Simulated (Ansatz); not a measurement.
Basis-set series for GaH$_{5}$O$_{4}$Si (`O[Si](O)(O)[O][GaH2]`). Charge 0, multiplicity 1. All single points use the PBE0-D4/def2-TZVP geometry. It is one conformer, not always the lowest.

```xyz
11

O    -0.814   -0.863    0.196
Si   -0.052    0.419   -0.613
O    -1.065    1.637   -0.994
O     0.439   -0.221   -2.025
O     1.009    0.754    0.531
Ga    0.737   -0.648    1.746
H    -1.110   -1.629   -0.302
H    -1.201    2.298   -0.314
H     0.432    0.356   -2.789
H    -0.039   -0.215    3.029
H     1.664   -1.887    1.534
```

```json
{"functional": "PBE0-D4", "basis": "def2-SVP", "functions": "131", "energy (Eh)": "-2517.20874", "HOMO (eV)": "-7.87", "LUMO (eV)": "0.00"}
{"functional": "PBE0-D4", "basis": "def2-QZVPP", "functions": "537", "energy (Eh)": "-2518.02851", "HOMO (eV)": "-8.03", "LUMO (eV)": "-0.48"}
{"functional": "ωB97M-V", "basis": "def2-SVP", "functions": "131", "energy (Eh)": "-2517.68908", "HOMO (eV)": "-10.09", "LUMO (eV)": "1.69"}
{"functional": "ωB97M-V", "basis": "def2-QZVPP", "functions": "537", "energy (Eh)": "-2518.51177", "HOMO (eV)": "-10.30", "LUMO (eV)": "0.79"}
```

Give the rows for def2-TZVPP. (Best estimate.)

Ansatz gave: 
```csv
functional,basis,functions,energy (Eh),HOMO (eV),LUMO (eV)
PBE0-D4,def2-TZVPP,284,-2517.95627,-8.00,-0.27
ωB97M-V,def2-TZVPP,284,-2518.44274,-10.26,1.29
```

Positive LUMOs are unbound and depend on the basis. Scalar relativity is left out up to krypton.
